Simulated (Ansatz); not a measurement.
Coupled-cluster run, `Cl/C=C(\Cl)Br`.

```yaml
crystal:
  periodic: [false, false, false]
  atoms:
    - {symbol: Cl, position_ang: [0.092458, -1.867250, 1.102533]}
    - {symbol: C, position_ang: [0.314314, -0.247489, 0.625060]}
    - {symbol: C, position_ang: [-0.215472, 0.276621, -0.474567]}
    - {symbol: Cl, position_ang: [-1.191181, -0.581718, -1.569201]}
    - {symbol: Br, position_ang: [0.106796, 2.079569, -0.888389]}
    - {symbol: H, position_ang: [0.927984, 0.349168, 1.284763]}
basis:
  gaussian: {orbitals: def2-TZVPP}
correlation: {method: ccsd_t}
```

```sh
$ ansatz run in.yaml --threads 4 --pin off --events-out ev --progress --plain
```

Output of Ansatz, abridged:

```
Functional definition: HF
1304 factors; integrals over basis functions are off by at most 5.9e-4 eV
mean field evaluation 1: about -97081.2602 eV, gradient 2.1e1 eV
mean field evaluation 2: about -97081.5968 eV, gradient 2.1e1 eV
mean field evaluation 4: about -97083.1371 eV, gradient 4.1e0 eV
mean field evaluation 8: about -97083.2101 eV, gradient 3.5e-1 eV
mean field evaluation 16: about -97083.2109 eV, gradient 1.4e-6 eV
mean field -97083.21089796 eV, -3567.7421951362 hartree, gradient 1.4e-6 eV, S^2 0.000000; 0 other end points of the search recorded, 0 dependent functions left out; unrestricted orbitals would lower it
21 core orbitals not correlated: weight in the atoms' cores, before any rotation towards them, 1.000 or more for the frozen orbitals, at most 0.000 for the correlated occupied ones
reference -97083.21089796 eV, -3567.7421951362 hartree; 20, 20 occupied and 167, 167 virtual orbitals, 1304 factors
second order -26.47564781 eV of doubles, -0.00000000 eV of singles
cycle   1  -26.64392598 eV  change   -1.7e-1 eV  update   1.1e-1
cycle   2  -27.30121298 eV  change   -6.6e-1 eV  update   3.5e-2
cycle   3  -27.44310617 eV  change   -1.4e-1 eV  update   1.6e-2
cycle   4  -27.43000539 eV  change    1.3e-2 eV  update   4.1e-3
cycle   5  -27.43086045 eV  change   -8.6e-4 eV  update   1.8e-3
cycle   6  -27.43129021 eV  change   -4.3e-4 eV  update   4.1e-4
cycle   7  -27.43111773 eV  change    1.7e-4 eV  update   1.8e-4
cycle   8  -27.43108208 eV  change    3.6e-5 eV  update   5.7e-5
cycle   9  -27.43108498 eV  change   -2.9e-6 eV  update   2.4e-5
perturbative correction -1.28330085 eV, -0.0471604363 hartree
Total energy: -97111.92528379 eV, -3568.7974293520 hartree
```

It took 31 s on 4 threads of a server CPU on a shared host, with 3 GiB of host memory at the peak.

MP2 recovers 92.2 % of the CCSD(T) correlation energy and the triples give 4.5 %; T1 = 0.0095.
